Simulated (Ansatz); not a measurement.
PBE exchange is replaced step by step with exact exchange (0 % is PBE, 25 % PBE0; no dispersion term), basis def2-TZVP, Ansatz. System: FeMe2 (C₂H₆Fe). Total charge 0; quintet. Geometry: PBE0-D4/def2-TZVP.

Geometry of the quintet:

```xyz
9

Fe    0.062    0.035   -0.090
C    -1.688    0.641   -0.917
H    -2.537    0.078   -0.511
H    -1.703    0.502   -2.005
H    -1.888    1.702   -0.727
C     1.694   -0.637    0.909
H     2.021    0.074    1.677
H     2.549   -0.808    0.245
H     1.490   -1.587    1.419
```

HOMO and LUMO are taken over both spins.

```json
{"exact exchange (%)": "0", "HOMO (eV)": "-4.81", "LUMO (eV)": "-4.26", "gap (eV)": "0.56", "⟨S²⟩": "6.014"}
{"exact exchange (%)": "5", "HOMO (eV)": "-5.29", "LUMO (eV)": "-3.95", "gap (eV)": "1.34", "⟨S²⟩": "6.015"}
{"exact exchange (%)": "10", "HOMO (eV)": "-5.76", "LUMO (eV)": "-3.62", "gap (eV)": "2.14", "⟨S²⟩": "6.017"}
{"exact exchange (%)": "15", "HOMO (eV)": "-6.17", "LUMO (eV)": "-3.29", "gap (eV)": "2.88", "⟨S²⟩": "6.018"}
{"exact exchange (%)": "25", "HOMO (eV)": "-6.67", "LUMO (eV)": "-2.60", "gap (eV)": "4.07", "⟨S²⟩": "6.020"}
{"exact exchange (%)": "35", "HOMO (eV)": "-7.13", "LUMO (eV)": "-1.93", "gap (eV)": "5.20", "⟨S²⟩": "6.022"}
{"exact exchange (%)": "50", "HOMO (eV)": "-7.84", "LUMO (eV)": "-1.03", "gap (eV)": "6.81", "⟨S²⟩": "6.024"}
```
